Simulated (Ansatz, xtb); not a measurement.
Two isomers of C5H4BrNS

Structure a is `C=Cc1ncsc1Br`, a singlet and structure b is `C=Cc1csc(Br)n1`, a singlet. Both are isolated molecules in the gas phase, relaxed with PBE-D3(BJ)/def2-SVP; the shapes shown needn't be the lowest conformers.

a (Å):

```xyz
12

C    -2.3856    0.0653    0.5548
C    -1.1105    0.3924    0.8541
C     0.0084   -0.5403    0.7609
C     0.9366   -2.5218    0.3309
C     1.3407   -0.2438    1.0609
Br    2.0546    1.3859    1.6512
N    -0.1781   -1.8468    0.3494
S     2.3661   -1.6301    0.8200
H    -3.1971    0.8027    0.6403
H    -2.6344   -0.9528    0.2178
H    -0.8556    1.4099    1.1917
H     1.0198   -3.5788    0.0355
```

b (Å):

```yaml
atoms:
  - { symbol: C, position_ang: [-1.6361, -0.7170, 0.7964] }
  - { symbol: C, position_ang: [-0.7937, -0.6943, -0.2577] }
  - { symbol: C, position_ang: [0.4360, -1.4799, -0.3415] }
  - { symbol: C, position_ang: [1.3153, -1.4679, -1.4192] }
  - { symbol: C, position_ang: [1.9272, -2.9218, 0.4252] }
  - { symbol: Br, position_ang: [2.7860, -4.1470, 1.5673] }
  - { symbol: N, position_ang: [0.8134, -2.3197, 0.6951] }
  - { symbol: S, position_ang: [2.6506, -2.5325, -1.1338] }
  - { symbol: H, position_ang: [-1.4187, -1.3541, 1.6675] }
  - { symbol: H, position_ang: [-2.5501, -0.1055, 0.8098] }
  - { symbol: H, position_ang: [-1.0100, -0.0564, -1.1307] }
  - { symbol: H, position_ang: [1.2364, -0.8907, -2.3485] }
```

Quicker runs give these differences E(b) − E(a): GFN2-xTB −0.024 eV; HF/STO-3G −0.100 eV (at GFN2-xTB geometries); r2SCAN-D4/def2-SVP −0.072 eV (at GFN2-xTB geometries).

Estimate E(b) − E(a) at the level CCSD(T)/def2-SVP + ΔMP2/def2-TZVPP.

CCSD(T)/def2-SVP + ΔMP2/def2-TZVPP gives E(b) − E(a) = −0.048 eV, favouring structure b, but this leans on the basis-set step: CCSD(T) alone gives −0.042 eV.

Level by level:

```json
{"level": "GFN2-xTB", "geometry": "GFN2-xTB", "E(b) − E(a) (eV)": "−0.024", "departure from the last row (eV)": "+0.023", "job, with rough time for the two": "optimisation, 0.25 s"}
{"level": "HF/STO-3G", "geometry": "GFN2-xTB", "E(b) − E(a) (eV)": "−0.100", "departure from the last row (eV)": "−0.052", "job, with rough time for the two": "single point, 1.1 s"}
{"level": "r2SCAN-D4/def2-SVP", "geometry": "GFN2-xTB", "E(b) − E(a) (eV)": "−0.072", "departure from the last row (eV)": "−0.024", "job, with rough time for the two": "single point, 12 s"}
{"level": "PBE-D3(BJ)/def2-SVP", "geometry": "PBE-D3(BJ)/def2-SVP", "E(b) − E(a) (eV)": "−0.060", "departure from the last row (eV)": "−0.012", "job, with rough time for the two": "optimisation, 44 s"}
{"level": "HF/def2-SVP", "geometry": "PBE-D3(BJ)/def2-SVP", "E(b) − E(a) (eV)": "−0.076", "departure from the last row (eV)": "−0.028", "job, with rough time for the two": "part of the CCSD(T) run"}
{"level": "MP2/def2-SVP", "geometry": "PBE-D3(BJ)/def2-SVP", "E(b) − E(a) (eV)": "−0.042", "departure from the last row (eV)": "+0.006", "job, with rough time for the two": "part of the CCSD(T) run"}
{"level": "CCSD(T)/def2-SVP", "geometry": "PBE-D3(BJ)/def2-SVP", "E(b) − E(a) (eV)": "−0.042", "departure from the last row (eV)": "+0.006", "job, with rough time for the two": "single point"}
{"level": "CCSD(T)/def2-SVP + ΔMP2/def2-TZVPP", "geometry": "PBE-D3(BJ)/def2-SVP", "E(b) − E(a) (eV)": "−0.048", "departure from the last row (eV)": "", "job, with rough time for the two": "single point, 5.1 min"}
```

As drawn, both hold the same kinds of bond in the same numbers.

The largest departure from CCSD(T)/def2-SVP + ΔMP2/def2-TZVPP is that of HF/STO-3G, 0.052 eV. The last row adds to CCSD(T) the change of the MP2 difference between the two basis sets, here −0.006 eV.

With thermal terms from frequencies at re-optimised GFN2-xTB minima (ideal gas, soft modes damped towards free rotors, one conformer each, 298.15 K, 1 atm): on the last row, ΔE + ΔZPE = −0.050, ΔH = −0.050, ΔG = −0.051 eV.

The correlated steps freeze 20 core orbitals; the filled d shell of Br is correlated, in a basis made for valence electrons. Run with Ansatz 0.2.0, xtb 6.7.1; the last row on 2 threads of Arm Neoverse V1 on a shared host.
